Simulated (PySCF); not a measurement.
C5H7N, SMILES N1=C(C=C)CC1.

Geometry optimised at PBE-D3(BJ)/def2-SVP. One conformer was computed; it need not be the lowest.

Two levels are set side by side: TDDFT-PBE/def2-SVPD (PySCF) and TDDFT-PBE0/def2-SVPD (PySCF). Vertical, same geometry. The lowest singlet is HOMO→LUMO 100 % with PBE and HOMO−1→LUMO 98 % with the other functional; states are paired by order. Differences are taken from unrounded values.

```
quantity                               TDDFT-PBE0
-------------------------------------  ----------
lowest singlet excitation (eV)               4.32
lowest triplet excitation (TDA) (eV)         2.95
first bright state (f over 0.05) (eV)        5.36
its oscillator strength                      0.33
```

Q: What does TDDFT-PBE give, and how far is it from TDDFT-PBE0? (The exact figures need the calculation; the answer reports its results.)

A: 
| quantity | TDDFT-PBE | TDDFT-PBE minus TDDFT-PBE0 |
|---|---|---|
| lowest singlet excitation (eV) | 3.72 | -0.59 |
| lowest triplet excitation (TDA) (eV) | 3.01 | 0.07 |
| first bright state (f over 0.05) (eV) | 5.08 | -0.28 |
| its oscillator strength | 0.31 | -0.03 |

A lower first singlet is the usual sign of a functional without exact exchange. Differences between two approximate levels are no errors against the true value.

Rough cost on one machine, each run with all the roots and properties that it gave: TDDFT-PBE0 against TDDFT-PBE about 4 times.
